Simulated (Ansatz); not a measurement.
An input meant for SnMe2 (C2H6Sn) (charge 0, singlet).

```yaml
crystal:
  periodic: [false, false, false]
  atoms:
    - {symbol: Sn, position_ang: [0.003173, 0.011591, -1.528500]}
    - {symbol: C, position_ang: [1.588308, -0.012661, -0.017287]}
    - {symbol: H, position_ang: [1.487316, -0.914116, 0.596335]}
    - {symbol: H, position_ang: [1.470003, 0.846189, 0.651359]}
    - {symbol: H, position_ang: [2.587982, 0.009156, -0.451843]}
    - {symbol: C, position_ang: [-1.588181, 0.011674, -0.023626]}
    - {symbol: H, position_ang: [-1.498490, 0.913036, 0.592132]}
    - {symbol: H, position_ang: [-1.464292, -0.847135, 0.643833]}
    - {symbol: H, position_ang: [-2.585830, -0.017733, -0.462394]}
basis:
  gaussian: {orbitals: def2-SVP, final_grid: {core_spheres: 1, valence_spheres: 1, degree: 1}}
hamiltonian: {xc: {name: r2SCAN}}
scf: {omitted_lower_state_checks: [starts]}
output: {forces: true}
```

```sh
$ ansatz run in.yaml --threads 4 --pin off --events-out ev --progress --plain --max-ram 3916MiB
```

Shortened log:

```
Functional definition: r2SCAN
955 factors; their error is unknown
mean field evaluation 1: about -7988.5712 eV, gradient 7.1e1 eV
mean field evaluation 2: about -7961.4859 eV, gradient 1.1e2 eV
mean field evaluation 4: about -8001.6367 eV, gradient 3.9e0 eV
mean field evaluation 8: about -7851.6131 eV, gradient 2.2e2 eV
mean field evaluation 16: about -8055.8244 eV, gradient 2.7e1 eV
mean field -8069.77189411 eV, -296.5586472207 hartree, gradient 2.0e-5 eV, S^2 0.000000; 0 other end points of the search recorded, 0 dependent functions left out
reference -8069.77191590 eV, -296.5586480213 hartree; 20, 20 occupied and 64, 64 virtual orbitals, 955 factors
Total energy: -8069.77191590 eV, -296.5586480213 hartree
Atom 0 at     0.003173     0.011591    -1.528500 Å, force    -0.003261     0.070064     5.489244 eV/Å
Atom 1 at     1.588308    -0.012661    -0.017287 Å, force    -0.684234     0.486968    10.300339 eV/Å
Atom 2 at     1.487316    -0.914116     0.596335 Å, force    -1.057300     5.227550    -9.140925 eV/Å
Atom 3 at     1.470003     0.846189     0.651359 Å, force    -0.756797    -5.028295    -9.316833 eV/Å
Atom 4 at     2.587982     0.009156    -0.451843 Å, force    -1.873191    -0.322694     5.397985 eV/Å
Atom 5 at    -1.588181     0.011674    -0.023626 Å, force     0.614165    -0.532564    10.216869 eV/Å
Atom 6 at    -1.498490     0.913036     0.592132 Å, force     1.228804    -5.251538    -9.185446 eV/Å
Atom 7 at    -1.464292    -0.847135     0.643833 Å, force     0.675818     5.028474    -9.175261 eV/Å
Atom 8 at    -2.585830    -0.017733    -0.462394 Å, force     1.855996     0.322035     5.414027 eV/Å
Dipole moment:    -0.005270    -0.027004     2.453107 e Å
Checks for a lower state left out: starts
```

(1) Something in this input is off. What?

Results:

(1) The integration grid is far too coarse. The run converged. The result belongs to that input, not to the species as meant.
